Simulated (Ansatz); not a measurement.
Stepwise reaction of `NB(O[SiH3])O[SiH3]` with hydrogen chloride, as a gas-phase model of exchange steps in deposition or etching. ΔE in kJ/mol; ΔG adds harmonic PBE0-D4 terms to CCSD(T)/CBS, at 1 bar.

Computed with Ansatz on PBE0-D4/def2-TZVP structures; ΔE is electronic, products minus reactants. CCSD(T)/CBS adds triple-zeta CCSD(T) − MP2 to the extrapolated MP2 energy (def2 sets, frozen cores). This one scheme is used for every species. Functionals use def2-TZVPP. B3LYP here is the variant with VWN-RPA as its local correlation; programs differ in this. Each species was taken in one conformer, which may not be the lowest.

```csv
step,reaction,PBE-D4,B3LYP-D4,ωB97M-V,CCSD(T)/CBS,ΔG(600 K)
1,`NB(O[SiH3])O[SiH3]` + HCl → `NB(Cl)O[SiH3]` + `O[SiH3]`,31.6,42.2,39.0,40.0,36.8
2,`NB(Cl)O[SiH3]` + HCl → `NB(Cl)Cl` + `O[SiH3]`,26.6,38.3,34.1,35.3,38.5
```

Q: By hand: ΔE of the 2 steps together at CCSD(T)/CBS.

A: (40.0) + (35.3) = 75.3 kJ/mol, or 37.6 kJ/mol a step.

In ΔE the steps differ by no more than 4.7 kJ/mol. All are uphill at CCSD(T)/CBS. ΔG lies between 36.8 and 38.5 kJ/mol a step. PBE-D4 differs from CCSD(T)/CBS by -8.7 to -8.4 kJ/mol a step. Only this route is followed, and other bonds may react first. Isolated molecules leave out the surface, adducts and barriers. Largest T1 diagnostic: 0.012.
